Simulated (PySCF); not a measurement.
**Relaxation of quintet IrO₂⁻**

Level of theory: UB3LYP in PySCF with Ir def2-SVPD with ECP60, O def2-SVPD; scalar-relativistic core potentials, no spin–orbit coupling; density-fitted integrals. A (50,194) grid was used.

A hand-made end-on start, of Cs symmetry, held to at least that symmetry:

Coordinates in bohr (charge -1 multiplicity 5):
```
Ir   -0.1683    0.0000   -0.6088
O    -0.1683    0.0000    2.9921
O     2.1991    0.0000    4.3527
```

**Question.** What does it relax to?

**Answer.** It ends at Cs with Ir–O 2.225 Å, O–O 1.304 Å; Ir–O–O 119.3° (after a last refinement on a finer grid). A frequency run shows a minimum. Other isomers or separated fragments may lie lower.

**Question.** How much energy is released, and in how many steps?

**Answer.** 50.4 kJ/mol in 8 steps.

Other spin states or occupations of the open shell can lie lower. At this level a singlet minimum of D∞h symmetry lies 536 kJ/mol below this structure. Spin–orbit coupling, left out here, can matter for elements this heavy.
